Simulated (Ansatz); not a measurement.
CH13NSi4, SMILES [SiH3]NC[SiH2][SiH2][SiH3].

Geometry: PBE0-D3(BJ)/def2-SVP. This is a generated structure with no PubChem entry under its InChIKey; it may be hypothetical. The values are those of a single conformer.

Two levels are set side by side: PBE/def2-SVPD (Ansatz, a first-principles code) and CAM-B3LYP/def2-SVPD (Ansatz). Energy differences of separate SCF runs at the same geometry; the states with an electron removed or added have multiplicity 2 and 2. Differences are taken from unrounded values.

```
quantity                           CAM-B3LYP
---------------------------------  ---------
vertical ionisation energy (eV)         8.40
vertical singlet–triplet gap (eV)       5.26
```

Q: What does PBE give, and how far is it from CAM-B3LYP? (An estimate is asked for; the answer gives what the named calculation found.)

A: 
| quantity | PBE | PBE minus CAM-B3LYP |
|---|---|---|
| vertical ionisation energy (eV) | 7.98 | -0.42 |
| vertical singlet–triplet gap (eV) | 4.54 | -0.72 |
